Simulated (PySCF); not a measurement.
# Tc⁺ (technetium, charge +1) across methods

[Kr] 4d5 5s1, high-spin 7S determinant. Computed with PySCF 2.14 in def2-QZVPPD with the def2 core potential (28 electrons), with a scalar-relativistic core potential.

| method | E (hartree) | mean ε 4p β (eV) | mean ε 4d α (eV) | mean ε 5s α (eV) | Σ⟨r²⟩ (bohr²) | ⟨S²⟩ |
| --- | --- | --- | --- | --- | --- | --- |
| r2SCAN | -80.5031 | -52.269 | -15.727 | -12.551 | 38.36 | 12.001 |
| UHF | -79.91003 | -59.568 | -21.473 | -14.488 | 38.83 | 12.001 |
| M06 | -80.3951 | -53.876 | -16.689 | -12.583 | 38.69 | 12.000 |
| PBE0 | -80.4490 | -53.932 | -16.982 | -12.917 | 38.59 | 12.000 |
| r2SCAN0 | -80.4691 | -54.337 | -17.318 | -13.193 | 38.34 | 12.001 |
| PBE | -80.4618 | -51.624 | -15.286 | -12.255 | 38.75 | 12.000 |
| LDA | -80.2572 | -51.665 | -15.360 | -12.533 | 38.84 | 12.000 |
| PBEsol | -80.3308 | -51.546 | -15.274 | -12.326 | 38.72 | 12.000 |

(1) Estimate the same row for CAM-B3LYP.

Energies and moments cover only the electrons outside the core potential.

Results:

(1) E (hartree) = -80.3962; mean ε 4p β (eV) = -55.452; mean ε 4d α (eV) = -18.185; mean ε 5s α (eV) = -13.932; Σ⟨r²⟩ (bohr²) = 38.67; ⟨S²⟩ = 12.000.
